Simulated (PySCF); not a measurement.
Ligands exchanged one at a time, Ge SH-H. Gas-phase values, no solvent. One relaxed conformer stands for each flexible species; it need not be the lowest. Strings in code marks are SMILES.

Calculation: r2SCAN-D4/def2-TZVP run with PySCF. Excitations are Tamm–Dancoff values on a coarser integration grid. The basis has no diffuse functions, so Rydberg states are missing or too high.

| species | HOMO (eV) | S1–T1 gap (TDA) (eV) | T1 excitation (TDA) (eV) |
|---|---|---|---|
| 0 of 4 SH replaced by H | -6.70 | ___ | 4.30 |
| 1 of 4 SH replaced by H | -6.54 | 0.44 | 4.51 |
| 2 of 4 SH replaced by H | ___ | ___ | 4.94 |
| 3 of 4 SH replaced by H | -6.36 | 0.61 | 5.28 |
| 4 of 4 SH replaced by H (`[GeH4]`) | -8.71 | – | – |

Problem. What belongs in the gaps?

Solution. 
- 0 of 4 SH replaced by H, S1–T1 gap (TDA) (eV): 0.41
- 2 of 4 SH replaced by H, HOMO (eV): -6.44
- 2 of 4 SH replaced by H, S1–T1 gap (TDA) (eV): 0.54
